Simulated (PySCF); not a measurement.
**Worked example: oscillator strength and radiative lifetime**

C2H7BrOSi, SMILES [SiH2](OCC)Br.

Geometry: PBE0-D3(BJ)/def2-SVP. One conformer was computed; it need not be the lowest.

TDDFT-PBE/def2-SVPD (PySCF) puts the first singlet state with f over 0.02 at 6.29 eV (vertical), with the transition dipole (0.327, 0.071, -0.228) in atomic units.

Task: Find the oscillator strength, the wavelength and the radiative lifetime that this transition would have in vacuum if emission retraced absorption.

Result: 
|μ|² = 0.1640 au, so |μ| = 1.03 D. ΔE = 6.29/27.211 = 0.2312 hartree. f = (2/3) ΔE |μ|² = 0.025 (the program prints 0.025).
λ = 1239.84/6.29 = 197 nm; ν = 50732 cm⁻¹.
Einstein's coefficient A = 0.6670 ν² f s⁻¹ (ν in cm⁻¹) = 4.3e7 s⁻¹, so τ = 1/A = 23 ns. This state is S1. The figure is the radiative limit of this one transition; relaxation, internal conversion, crossing to triplets and a medium change what is measured.
